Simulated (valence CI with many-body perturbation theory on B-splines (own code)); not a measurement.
# V²⁺: electric-dipole lines

Method: relativistic CI+MBPT: three valence electrons over a frozen Dirac-Fock core [Ar], a basis of 7 s, 7 p, 8 d, 6 f, 4 g, 1 h functions for each j, with the one-electron correlation potential Σ1, the two-electron term Σ2, the three-electron term Σ3, Breit, model QED; selected CI, second order for the rest, scaled by the run's own slope (own B-spline code, finite nucleus).

Set against measurement, 62 paired levels are off by 1108 cm⁻¹ on average, the worst by 2012. These come from a selection out of Sugar and Corliss, J. Phys. Chem. Ref. Data 7, 1191 (1978). Levels without a partner in it may be off by more, other configurations by 1,000 to 8,000 cm⁻¹. 2 measured levels below the end of the list, from 89458 cm⁻¹ on, found no clear computed partner, and computed levels of the same name lie up to 2347 cm⁻¹ from them.

Lines 201 to 250 of 463 in falling wavelength, among levels below 170090 cm⁻¹, chosen from the strongest by gf and those to the six lowest levels. Wavelengths and rates use the calculated energies, so an error of 1000 cm⁻¹ moves a line at 1862 Å by 1.9 % and its rate by three times that or more. Electric multipoles are in the length gauge, E1 and E2 with the static RPA response of the core. Weak lines are less certain than strong ones. Lines between different terms over intervals too small for the method are left out, as are lines whose strength nearly cancels. Where a level lies close to another of its J and parity, the split of strength between their lines is uncertain. The highest levels of a list are the least certain.

Names give the largest LS component (configuration and term), which can be under half, so a name can repeat, a term be missing and a line seem to break the LS rules; names also repeat where a configuration has a term twice. Letters in brackets count levels of one name in rising energy.

```tsv
λ vac (Å)	Upper	Lower	A (s⁻¹)	log gf	Branch %
1862	3d2 4d 2F_5/2 [b]	3d2 4p 4D°_3/2 [b]	2.27e+08	-0.15	18.6
1861	3d2 5s 2G_7/2	3d2 4p 2F°_5/2 [c]	2.30e+08	-0.02	21.2
1859	3d2 4d 4D_7/2 [b]	3d2 4p 4P°_5/2	8.02e+08	0.52	67.7
1858	3d2 4d 2S_1/2	3d2 4p 2P°_1/2 [a]	3.18e+08	-0.48	26.9
1858	3d2 4d 2D_5/2 [c]	3d2 4p 2D°_5/2 [c]	1.71e+08	-0.27	15.1
1857	3d2 4d 4G_11/2	3d2 4p 4F°_9/2	7.46e+08	0.67	61.1
1857	3d2 4d 4D_3/2 [b]	3d2 4p 4P°_3/2	3.50e+08	-0.14	29.3
1854	3d2 4d 4G_9/2	3d2 4p 4F°_7/2	6.99e+08	0.56	57.0
1854	3d2 4d 4D_5/2 [b]	3d2 4p 4P°_3/2	5.45e+08	0.23	45.7
1852	3d2 4d 4G_7/2	3d2 4p 4F°_5/2	6.53e+08	0.43	53.0
1852	3d2 4d 4D_3/2 [b]	3d2 4p 4P°_1/2	3.06e+08	-0.20	25.7
1851	3d2 4d 4G_5/2	3d2 4p 4F°_3/2	6.22e+08	0.28	50.6
1850	3d2 5s 2G_9/2	3d2 4p 2F°_7/2 [c]	2.33e+08	0.08	21.6
1850	3d2 4d 4D_1/2 [b]	3d2 4p 4P°_1/2	7.30e+08	-0.13	61.4
1848	3d2 4d 2S_1/2	3d2 4p 2P°_3/2 [a]	6.25e+08	-0.19	53.0
1847	3d2 4d 2I_13/2	3d2 4p 2H°_11/2	1.18e+09	0.93	100.0
1843	3d2 4d 2P_3/2 [a]	3d2 4p 4D°_5/2 [a]	2.77e+08	-0.25	25.3
1843	3d2 4d 2G_9/2 [c]	3d2 4p 2H°_11/2	1.17e+08	-0.22	8.9
1843	3d2 4d 2H_9/2 [a]	3d2 4p 2G°_7/2 [a]	1.13e+09	0.76	96.1
1839	3d2 4d 2H_11/2 [a]	3d2 4p 2G°_9/2 [a]	1.15e+09	0.85	97.9
1836	3d2 4d 4D_7/2 [a]	3d2 4p 4F°_9/2	3.17e+08	0.11	27.1
1835	3d2 4d 2F_7/2 [b]	3d2 4p 2F°_7/2 [b]	3.04e+08	0.09	25.1
1835	3d2 4d 4D_5/2 [a]	3d2 4p 4F°_7/2	3.34e+08	0.01	28.5
1833	3d2 4d 2I_11/2	3d2 4p 2H°_9/2	1.18e+09	0.85	98.4
1833	3d2 4d 4G_11/2	3d2 4p 4G°_11/2	3.15e+08	0.28	25.8
1833	3d2 5s 2P_1/2	3d2 4p 2D°_3/2 [c]	4.88e+08	-0.31	45.3
1832	3d2 4d 2F_7/2 [c]	3d2 4p 2G°_9/2 [b]	1.26e+08	-0.30	11.1
1831	3d2 4d 2F_5/2 [c]	3d2 4p 2G°_7/2 [b]	1.34e+08	-0.39	11.9
1831	3d2 4d 4D_3/2 [a]	3d2 4p 4F°_5/2	3.60e+08	-0.14	30.5
1830	3d2 4d 2G_7/2 [c]	3d2 4p 2H°_9/2	1.09e+08	-0.36	8.3
1829	3d2 4d 2P_1/2 [a]	3d2 4p 2D°_3/2 [a]	7.20e+08	-0.14	65.7
1828	3d2 4d 4D_1/2 [a]	3d2 4p 4F°_3/2	4.63e+08	-0.33	39.3
1826	3d2 4d 2F_5/2 [b]	3d2 4p 2F°_5/2 [b]	3.26e+08	-0.01	26.7
1826	3d2 4d 2P_3/2 [a]	3d2 4p 2D°_5/2 [a]	4.24e+08	-0.07	38.7
1825	3d2 4d 4G_9/2	3d2 4p 4G°_9/2	2.84e+08	0.15	23.1
1824	3d2 5s 2P_3/2	3d2 4p 2D°_5/2 [c]	4.06e+08	-0.09	37.6
1822	3d2 4d 4H_11/2	3d2 4p 4G°_11/2	2.03e+08	0.08	16.2
1820	3d2 4d 2P_3/2 [b]	3d2 4p 2P°_3/2 [a]	2.36e+08	-0.33	20.5
1818	3d2 4d 4G_7/2	3d2 4p 4G°_7/2	3.21e+08	0.11	26.1
1818	3d2 4d 2P_1/2 [b]	3d2 4p 2P°_1/2 [a]	4.00e+08	-0.40	34.7
1817	3d2 4d 4G_11/2	3d2 4p 4G°_9/2	1.60e+08	-0.02	13.1
1814	3d2 4d 2F_5/2 [d]	3d2 4p 2F°_5/2 [c]	4.65e+08	0.14	37.9
1814	3d2 4d 4H_9/2	3d2 4p 4G°_9/2	2.57e+08	0.10	20.4
1814	3d2 4d 4H_13/2	3d2 4p 4G°_11/2	1.25e+09	0.94	100.0
1813	3d2 4d 4G_5/2	3d2 4p 4G°_5/2	4.63e+08	0.14	37.6
1812	3d2 5s 2F_5/2	3d2 4p 2G°_7/2 [a]	4.01e+08	0.07	39.0
1811	3d2 4d 4G_9/2	3d2 4p 4G°_7/2	1.87e+08	-0.04	15.3
1808	3d2 5s 2F_7/2	3d2 4p 2G°_9/2 [a]	3.89e+08	0.18	37.8
1807	3d2 4d 4H_7/2	3d2 4p 4G°_7/2	2.10e+08	-0.09	16.6
1807	3d2 4d 4G_7/2	3d2 4p 4G°_5/2	1.45e+08	-0.24	11.8
```

Q: How does gf follow from A for the line at 1808 Å?

A: gf = 1.4992 × (2J+1)_upper × A / σ², with σ = 55316 cm⁻¹ and 2J+1 = 8: gf = 1.52.
